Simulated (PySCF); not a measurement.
# Basis and Hamiltonian dependence of the excitation energy of Ar⁺

Ar⁺ [Ne] 3s2 3p5 (2P) → Ar⁺ [Ne] 3s1 3p6 (2S). All values are computed (PySCF 2.14, energy differences of UHF-based or UKS calculations, no spin-orbit coupling). Values in eV.

```tsv
basis	Hamiltonian	functions	UHF	LDA	PBE0	MP2 (valence)	CCSD(T) (valence)	CCSD(T) (valence and next inner shell)
ANO-RCC-VTZP	spin-free X2C	34	18.782	14.360	15.693	15.961	13.821	13.830
aug-cc-pwCVDZ	non-relativistic	36	18.466	14.066	15.391	15.634	13.423	13.444
x2c-TZVPPall	spin-free X2C	42	18.784	14.354	15.691	15.947	13.758	13.777
dyall-av2z	non-relativistic	50	18.460	14.069	15.390	15.833	14.072	n/a
x2c-QZVPPall	spin-free X2C	70	18.784	14.357	15.692	15.906	13.580	13.625
aug-cc-pV(T+d)Z with one added diffuse shell each of s, p, d, f type	non-relativistic	71	18.538	14.109	15.443	15.704	13.287	n/a
def2-QZVPPD	non-relativistic	79	18.534	14.104	15.440	15.668	13.325	13.369
aug-cc-pVQZ-DK	spin-free X2C	84	18.783	14.355	15.692	15.937	13.717	n/a
x2c-QZVPPall with one added diffuse shell each of s, p, d, f type	spin-free X2C	86	18.785	14.358	15.693	15.905	13.495	13.542
aug-cc-pCVTZ-DK with one added diffuse shell each of s, p, d, f type	spin-free X2C	91	18.788	14.355	15.690	15.949	13.487	n/a
aug-cc-pV(Q+d)Z with one added diffuse shell each of s, p, d, f, g type	non-relativistic	114	18.536	14.103	15.442	15.665	n/a	n/a
aug-cc-pCVQZ-DK	spin-free X2C	134	18.786	14.352	15.689	15.897	n/a	n/a
```

Frozen in the all-electron rows: valence and next inner shell: 1s2; valence: [Ne].

Reference for a calculation without spin-orbit coupling: 13.421 eV (measured, between term centres; NIST).
